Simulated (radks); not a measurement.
The numbers below are computed, except where a source is named.
Ionisation ladder of samarium, from Sm XLV to Sm LXII. Each ion is in the ground configuration listed by NIST, and IE = E(next ion) - E(this ion), with E = 0 for the bare nucleus. Level of theory: Dirac Kohn-Sham, relativistic LDA (MacDonald-Vosko exchange, VWN5 correlation), spin-unpolarised, spherical densities, finite nucleus; open shells fill j = l - 1/2 first; Fermi nuclear charge, rms radius 5.0819 fm (a radial shooting solver on a logarithmic mesh with Libxc functionals).

species	configuration	IE, Delta-SCF (eV)	-e(HOMO) (eV)	HOMO	<r> HOMO (bohr)	IE, NIST (eV)	kind	error (eV)
Sm XLV	[Ar]	3669.9	3620.3	3p3/2	0.233	3669	theory	+0.9
Sm XLVI	[Ne] 3s2 3p5	3769.7	3719.7	3p3/2	0.232	3766	theory	+3.7
Sm XLVII	[Ne] 3s2 3p4	3870.0	3819.8	3p3/2	0.230	3873	theory	-3.0
Sm XLVIII	[Ne] 3s2 3p3	3970.8	3920.3	3p3/2	0.229	3971	theory	-0.2
Sm XLIX	[Ne] 3s2 3p2	4233.4	4180.6	3p1/2	0.218	4227	theory	+6.4
Sm L	[Ne] 3s2 3p1	4339.1	4286.3	3p1/2	0.217	4337	theory	+2.1
Sm LI	[Ne] 3s2	4557.2	4508.4	3s1/2	0.229	4548	theory	+9.2
Sm LII	[Ne] 3s1	4651.4	4605.5	3s1/2	0.228	4655	theory	-3.6
Sm LIII	[Ne]	10489.8	10352.6	2p3/2	0.0855	10494	theory	-4.2
Sm LIV	[He] 2s2 2p5	10765.6	10627.3	2p3/2	0.0849	10762	theory	+3.6
Sm LV	[He] 2s2 2p4	11043.3	10904.1	2p3/2	0.0843	11060	theory	-16.7
Sm LVI	[He] 2s2 2p3	11322.5	11182.7	2p3/2	0.0837	11337	theory	-14.5
Sm LVII	[He] 2s2 2p2	12276.7	12125.2	2p1/2	0.0771	12264	theory	+12.7
Sm LVIII	[He] 2s2 2p1	12579.5	12428.2	2p1/2	0.0765	12588	theory	-8.5
Sm LIX	[He] 2s2	12999.3	12877.5	2s1/2	0.0919	12992	theory	+7.3
Sm LX	[He] 2s1	13231.0	13119.6	2s1/2	0.0915	13262.9	theory	-31.9
Sm LXI	[He]	53994	53445	1s1/2	0.0227	53986.1	theory	+7.5
Sm LXII	1s1	55037	54537	1s1/2	0.0225	55214.3	theory	-176.9

Reference values: NIST Atomic Spectra Database (exp. = measured, semi-emp. = semi-empirical, theory = theoretical value adopted there). The ionisation energy per charge of the ion left behind rises most, in proportion, at Sm LXI ([He]), from 220.52 to 885.14 eV. Spin polarisation and multiplet splitting are left out, so open shells lie too high by an amount that depends on their filling.

Beside tabulated values, note that spin-unpolarised runs miss the spin-polarisation part of the exchange energy of open shells.
